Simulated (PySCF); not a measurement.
Question: What does the GFN2-xTB structure of TMS (`C[Si](C)(C)C`) look like in three dimensions?

Answer: 
```xyz
17
C4H12Si angstrom
C     -0.4066   -1.2134   -1.4194
Si    -0.0012   -0.0007   -0.0018
C      0.0081    1.7855   -0.6754
C     -1.3198   -0.1549    1.3703
C      1.7161   -0.4155    0.7216
H     -1.3797   -1.0036   -1.8532
H     -0.4187   -2.2416   -1.0702
H      0.3270   -1.1480   -2.2173
H      0.2425    2.5019    0.1064
H     -0.9581    2.0579   -1.0892
H      0.7465    1.9077   -1.4621
H     -2.3121    0.0753    0.9941
H     -1.3509   -1.1605    1.7791
H     -1.1170    0.5258    2.1917
H      1.7463   -1.4264    1.1171
H      2.4931   -0.3368   -0.0328
H      1.9775    0.2592    1.5312
```

Any rigid rotation of these coordinates is as good. Atoms count from 1 in this order. All 4 C–Si bonds measure 1.909 Å. Si2 (four-coordinate silicon) is tetrahedral (angles from 109.4° to 109.6°).

Bonds between heavy atoms (Å): C1–Si2 1.909, Si2–C3 1.909, Si2–C4 1.909, Si2–C5 1.909.

Structure optimised with GFN2-xTB, isolated species.

Point group: Td (tolerance 0.08 Å). No frequency check.

These are computed values.
